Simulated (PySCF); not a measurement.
Al(GeH3)(H)(Me) (CH7AlGe), SMILES [GeH3][AlH][CH3]. Atoms are numbered in the order given.

```xyz
10

Al    -1.2585     0.2974    -0.4366
Ge     0.8533    -0.6414     0.4850
H      1.2533    -1.9798    -0.2064
H      2.0835     0.3033     0.3509
H      0.7296    -0.9825     2.0010
H     -2.5836    -0.6093    -0.3698
C     -1.3645     2.0917    -1.2345
H     -2.1158     2.7096    -0.6952
H     -1.7226     2.0251    -2.2854
H     -0.4029     2.6424    -1.2340
```
Charge 0, spin multiplicity 1.

The structure is a stationary point at PBE-D3(BJ)/def2-SVP. The structure was generated by enumeration; whether it is a known compound was not checked.

The numbers are results of PBE/def2-TZVPD run with PySCF, not measurements.

Mulliken values depend strongly on the basis, most of all with diffuse functions as here. ESP charges are fitted to the potential on shells at 1.4 to 2.0 van der Waals radii. Atomic charges (e):

| atom | ESP fit | meta-Löwdin | Mulliken |
|---|---|---|---|
| Al1 | 0.82 | 0.53 | 0.31 |
| Ge2 | -0.31 | -0.06 | -0.29 |
| H3 | 0.01 | -0.03 | 0.05 |
| H4 | 0.02 | -0.04 | 0.07 |
| H5 | 0.01 | -0.03 | 0.05 |
| H6 | -0.30 | -0.13 | -0.08 |
| C7 | -0.69 | -0.64 | -0.75 |
| H8 | 0.15 | 0.13 | 0.21 |
| H9 | 0.15 | 0.13 | 0.21 |
| H10 | 0.14 | 0.13 | 0.23 |
